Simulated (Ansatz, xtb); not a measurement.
Stretching the Si1–H3 bond in H2Si2 (SMILES [Si]=[SiH2]) (multiplicity 1 held, fragments rigid). Energies count from the point at 1.483 Å.
Geometry at that point (charge 0, multiplicity 1):
```xyz
4

Si    -0.9526     0.0689     0.1772
Si     1.2047    -0.0871    -0.2241
H     -1.7902     1.2209    -0.2371
H     -1.7380    -0.9658     0.8934
```

R- and RO- levels are restricted; in cc, def2 and unpolarised 6-31G sets they are followed outwards from rest. U- levels take the lowest unrestricted solution at each point, which mixes spins at long bonds. Left out are points that failed, MP2 points that dive below the minimum, coupled-cluster points behind a jump of the amplitudes or a sharp parting from full CI or MRCI, small-basis points behind a change of solution, and semi-empirical points at long bonds. Levels need not reach the same state.

Cores are frozen in the correlated methods.

Programs: Ansatz (Gaussian basis) for Hartree–Fock, density functionals and correlated methods; xtb for the GFN methods.  The GFN methods have no spin term and hold the electronic entropy of 300 K.

Energies in kcal/mol.

| R (Å) | GFN2-xTB | U-HF/cc-pV(D+d)Z | R-MP2/cc-pV(D+d)Z | R-SCS-MP2/cc-pV(D+d)Z | U-SCS-MP2/cc-pV(D+d)Z |
|---|---|---|---|---|---|
| 1.187 | 35.9 | 29.7 | 29.7 | 29.8 | 29.7 |
| 1.335 | 4.9 | 5.8 | 5.9 | 5.9 | 5.9 |
| 1.483 | 0.0 | 0.0 | 0.0 | 0.0 | 0.0 |
| 1.632 | 3.4 | 4.1 | 3.8 | 3.7 | 3.9 |
| 1.780 | 9.3 | 13.3 | 12.6 | 12.5 | 12.9 |
| 2.003 | 19.4 | 30.6 | 29.5 | 29.2 | 31.7 |
| 2.225 | 30.4 | 44.5 | 46.8 | 46.3 | 53.2 |
| 2.596 | 47.6 | 54.6 | 71.7 | 70.7 | 71.5 |
| 2.967 | 61.2 | 57.8 | 90.0 | 88.3 | 76.6 |
| 3.412 | 72.5 | 59.0 | 103.3 | 100.4 | 78.4 |
| 4.005 | 75.3 | 59.4 | 108.8 | 103.8 | 79.0 |
| 4.747 | left out | 59.5 | 102.0 | 93.3 | 79.1 |

Doubts at one or more of the structures used: a spin-contaminated determinant (U-HF/cc-pV(D+d)Z, U-SCS-MP2/cc-pV(D+d)Z); a restricted determinant that unrestricted orbitals would lower (R-MP2/cc-pV(D+d)Z, R-SCS-MP2/cc-pV(D+d)Z).

Ansatz is an electronic-structure program.
